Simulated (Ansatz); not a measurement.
ClFGeH$_{4}$SSi (`F[SiH](Cl)[S][GeH3]`) at its PBE0-D4/def2-TZVP geometry, where that method's forces vanish. Charge 0, multiplicity 1.

```xyz
9

F     0.3261   -0.5252    2.2668
Si    0.2854    0.8134    1.4096
Cl   -1.6964    1.2292    1.1317
S     1.3183    0.5992   -0.4001
Ge   -0.0863   -0.7851   -1.4740
H     0.9087    1.8892    2.1978
H    -1.1929    0.0437   -2.1334
H     0.7970   -1.4689   -2.5226
H    -0.6597   -1.7955   -0.4758
```

(1) What forces (eV/Å) does ωB97M-V/def2-TZVPP give on these atoms in Ansatz 0.2.0? (Estimate.)

Answers

(1) Ansatz gave: 
```
F1  -0.002 -0.118  0.054
Si2  0.140  0.255  0.041
Cl3 -0.041 -0.006 -0.025
S4   0.002  0.006  0.010
Ge5 -0.067 -0.066 -0.056
H6  -0.087 -0.142 -0.100
H7   0.088 -0.065  0.058
H8  -0.078  0.054  0.087
H9   0.043  0.082 -0.068
```
